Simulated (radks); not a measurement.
Problem. Species: Se3+. Configuration: [Ar] 3d10 4s2 4p1. All-electron calculation, scalar-relativistic Kohn-Sham, LDA (Slater exchange, Perdew-Wang correlation), spin-polarised, spherical densities, finite nucleus; open shells are filled with parallel spins first; Fermi nuclear charge, rms radius 4.14 fm. Program: a radial shooting solver on a logarithmic mesh with Libxc functionals. Some entries of the table are withheld. Estimate them.

orbital,occ.,eigenvalue (eV),r(max) (bohr)
1s up,1,-12520.84,0.02884
1s down,1,-12520.75,0.02884
2s up,1,-1641.499,0.1647
2s down,1,-1641.449,0.1647
2p up,3,-1449.818,0.1317
2p down,3,-1449.744,0.1317
3s up,1,-249.2081,0.5027
3s down,1,-249.1006,0.5027
3p up,3,-189.2383,0.5002
3p down,3,-189.1136,0.5003
3d up,5,-89.8239,0.4508
3d down,5,-89.6484,0.4507
4s up,1,-50.1816,(1)
4s down,1,-49.0676,(2)
4p up,1,-37.2474,1.634
4p down,0,-36.1221,1.631

Solution. 
(1) 4s up r(max) (bohr): 1.446
(2) 4s down r(max) (bohr): 1.440
